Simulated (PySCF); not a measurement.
## GeO(OH) + HF → GeOF + H₂O

Level: PBE0 in the def2-TZVP basis family, all electrons, no relativity, computed in PySCF with density fitting; open shells unrestricted.

| species | state and structure | E (Eh) | ZPE (kJ/mol) | H(298 K) − H(0) (kJ/mol) | S° (J/(mol K)) |
| --- | --- | --- | --- | --- | --- |
| GeO(OH) | doublet, Cs, Ge–O 1.677 Å, Ge–O 1.775 Å, O–H 0.965 Å; Ge–O–H 111.0°, O–Ge–O 116.8° | -2227.67368 | 40.1 | 13.0 | 287.4 |
| HF | singlet, C∞v, H–F 0.920 Å | -100.39188 | 24.9 | 8.7 | 173.6 |
| GeOF | doublet, Cs, Ge–F 1.740 Å, Ge–O 1.673 Å; F–Ge–O 116.9° | -2251.69567 | 9.8 | 12.0 | 282.5 |
| H₂O | singlet, C2v, O–H 0.960 Å (×2); H–O–H 105.1° | -76.37736 | 56.5 | 9.9 | 188.7 |

(1) What is the electronic reaction energy?

(2) Add zero-point, thermal and entropy terms for 298.15 K and 1 bar.

Answers

(1) At PBE0/def2-TZVP, ΔE = -19.6 kJ/mol from the differences of the total energies times 2625.5, downhill. 

(2) ΔZPE = 1.3 and Δ[H(298) − H(0)] = 0.2 kJ/mol give ΔH° = -18.1 kJ/mol. ΔS° = 10.2 J/(mol K), so ΔG° = -18.1 − 298.15 × (0.0102) = -21 kJ/mol and log₁₀K = 3.7.

Only the bonding shown was studied: isomers, or loss of a ligand pair, can lie lower.
